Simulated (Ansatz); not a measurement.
A made-up structure of ZnBH₂Cl, singlet:

Cl1  (-0.773, -1.651, 1.236)
B2  (-0.717, -0.424, -0.016)
Zn3  (0.967, 0.785, -0.202)
H4  (1.369, -0.352, -1.143)
H5  (2.231, 1.681, -0.328)
(Å)

It is relaxed with PBE-D4/def2-SVP and then PBE0-D4/def2-TZVP (Ansatz 0.2.0). Atoms count as bonded within 1.22 times the sum of their covalent radii (H–H: 0.88 Å). The end point is not checked to be a true minimum.

**Question.** Does its bonding change? (A judgement: the text doesn't fix the answer.)

**Answer.** The calculation gives: Yes. Formed: B2–H4; broken: Zn3–H4.

Where it ends: The first stage lowers the energy by 3.12 eV in 17 steps. It ends as ZnBH₂Cl ([Cl][BH][ZnH]):
Cl1  (-1.078, -1.045, 0.844)
B2  (0.352, -0.781, -0.137)
Zn3  (1.222, 1.108, -0.205)
H4  (0.719, -1.766, -0.711)
H5  (1.861, 2.524, -0.246)
(Å)

Labels in which every atom is bracketed show which atoms are joined, not bond orders.

For scale, one of the runs: PBE0-D4/def2-TZVP relaxation, 128 basis functions, launched by `ansatz run in.yaml --threads 2 --pin off --events-out ev --progress --plain --max-ram 4352MiB`. The run took about 25 s on 2 CPU threads of an Intel Xeon (shared host).
